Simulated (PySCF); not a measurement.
Correlation energy of F⁺ (fluorine, charge +1)

[He] 2s2 2p4, high-spin 3P determinant. All numbers are calculated (PySCF 2.14, no relativity, point nucleus, in def2-TZVP (5s3p2d1f, 31 functions)). Frozen: 1s2; 6 electrons correlated.

MP2 pair energies summed by pair of shells (mhartree):

```json
{"pair": "2p-2p", "energy": "-66.45", "share (%)": "47.2"}
{"pair": "2s-2p", "energy": "-64.62", "share (%)": "45.9"}
{"pair": "2s-2s", "energy": "-9.69", "share (%)": "6.9"}
```

Total MP2 correlation energy: -140.76 mhartree.

Same-spin part -34.07 and opposite-spin part -106.68 mhartree; SCS-MP2 scales them by 1/3 and 6/5 to -139.38 mhartree.

| level | correlation energy (mhartree) |
| --- | --- |
| CCSD | -156.52 |
| (T) | -1.90 |
| CCSD(T) | -158.42 |

Diagnostics: T1 = 0.0041, D1 = 0.0077, largest double amplitude 0.028.

Question: Is a single reference adequate?

Answer: Yes: T1 lies below 0.03 and no double amplitude reaches 0.07.
